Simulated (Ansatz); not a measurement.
The cluster SiSe2 (the lowest singlet isomer of a short search). Charge 0, multiplicity 1. Geometry PBE-D4/def2-TZVP, basis def2-TZVP, Ansatz.

| atom | x (Å) | y (Å) | z (Å) |
| --- | --- | --- | --- |
| Si1 | 0.000 | 0.000 | 0.000 |
| Se2 | 1.535 | 0.027 | -1.394 |
| Se3 | -1.535 | -0.027 | 1.394 |

```
run  HOMO (eV)  LUMO (eV)
  A      -6.73      -3.51
  B      -6.85      -3.10
  C      -8.73      -1.42
  D      -6.51      -3.17
  E      -6.56      -3.26
  F      -7.79      -2.38
```

The structure comes from a short search, and lower isomers may exist.

Q: The runs used CAM-B3LYP, LDA (SPW92), PBE, r2SCAN, r2SCAN0, revPBE. Estimate which is which.

A: A LDA (SPW92) (0 % exact exchange); B r2SCAN (0 % exact exchange); C CAM-B3LYP (range-separated); D revPBE (0 % exact exchange); E PBE (0 % exact exchange); F r2SCAN0 (25 % exact exchange). Exact exchange lowers occupied and raises empty levels; among semilocal functionals meta-GGAs tend to open the gap a little, and such runs are hard to tell apart. The gap grows from 3.22 eV (LDA (SPW92)) to 7.31 eV (CAM-B3LYP).
